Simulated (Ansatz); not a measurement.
Predict a relaxed structure of In(OH)3 (InO3H3), charge 0, singlet, at r2SCAN-D4/def2-SVP (Ansatz).


```xyz
7

In    0.000    0.000    0.000
O    -1.114   -0.932    1.370
H    -0.770   -1.823    1.529
O    -0.451    1.865   -0.553
H    -1.230    2.176   -0.071
O     1.565   -0.932   -0.817
H     2.000   -0.352   -1.459
```
Point group C3h (tolerance 0.1 Å). This is one stationary point.

In the def2 sets In takes a core potential; there is no spin–orbit coupling.
